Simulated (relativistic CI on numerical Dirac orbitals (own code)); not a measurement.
## What each ingredient does to the levels of Ar3+

Base calculation: Dirac-Coulomb-Breit CI, orbitals from a KLI potential per configuration, model QED, valence Slater integrals scaled by 0.85, P86 correlation energy added to each configuration.

Configuration list (outside the closed core [Ne]): 3s2.3p3, 3s.3p4, 3s2.3p2.3d, 3p5, 3s.3p3.3d, 3s2.3p2.4s, 3s2.3p2.4p, 3s2.3p2.4d, 3p4.3d, 3s2.3p.3d.4p, 3s2.3p2.5s, 3s2.3p2.4f, 3s2.3p.3d2, 3s2.3d3, 3s.3p.3d3, 3s2.3d2.4s, 3s2.3d2.4p, 3s2.3d2.4d, 3p3.3d2, 3p2.3d3, 3p2.3d2.4s, 3p2.3d2.4p, 3p2.3d2.4d, 3s2.3p.3d.4s, 3s.3p.3d2.4s, 3s2.3d.4s2, 3s2.3d.4s.4p, 3s2.3d.4s.4d, 3s2.3p.4s2, 3s.3p.3d.4s2, 3s2.4s2.4p, 3s2.4s2.4d. Double excitations out of closed p, d and f shells are left out; levels of such configurations are missing from the list, as are those of other unlisted configurations, and high levels can miss mixing partners. These lack a partner that the ground configuration has and come out too high: 3s2.3p2.5s, 3s2.3p2.4f.

The lowest level and the first level of each name with at least 55 % of one term (blank where a level has no safe partner in the second run):

```tsv
Level	Base (cm⁻¹)	Shift (cm⁻¹)
3s2.3p3 4S°_3/2	0.0	0.0
3s2.3p3 2D°_3/2	20891.8	-2367.7
3s2.3p3 2D°_5/2	21028.1	-2353.6
3s2.3p3 2P°_1/2	33450.4	-3511.4
3s2.3p3 2P°_3/2	33636.0	-3488.2
3s.3p4 4P_5/2	127916.3	+1331.5
3s.3p4 4P_3/2	128861.1	+1340.2
3s.3p4 4P_1/2	129387.3	+1341.3
3s.3p4 2D_3/2	154849.6	-757.9
3s.3p4 2D_5/2	154925.4	-760.2
3s2.3p2.3d 2P_3/2	176593.3	-1646.1
3s2.3p2.3d 2P_1/2	177657.9	-1685.3
3s.3p4 2S_1/2	187245.3	-5000.5
3s2.3p2.3d 4F_3/2	191261.3	-1266.1
```

For a near-neutral ion this model can misplace configurations by up to about 10,000 cm⁻¹ (more where the count of f electrons changes) and terms by 10 to 25 % of their spread. Rates follow the energies as ν³ (E1, M1) or ν⁵ (E2), so they and the lifetimes can be off by large factors. The fine structure of a lone outer electron comes out too small, for d and f at times inverted, and misplaced configurations move strength between like terms. 49 of the 54 excited levels that our extract of the measured tables holds in this range could be paired (the sources list more); they are missed by 11044 cm⁻¹ on average and 15032 at most, and levels without a partner can miss by more.

(1) One thing was changed in a second run, which moved the levels as shown. Which?
A. one mean potential for all configurations
B. self-excluded LDA correlation estimate
C. Breit term removed
D. QED terms removed
E. valence Slater integrals scaled by 0.75
F. configuration mixing switched off

Results:

(1) E. Valence Slater integrals scaled by 0.75. Scaling acts on the splittings between terms and on the mixing, and leaves the fine structure of pure LS terms nearly alone; in jj coupling it moves the levels of one term differently.

LS names give the leading component of a level, which can be under half, so a name can repeat, a term be missing and a line seem to break the LS rules.
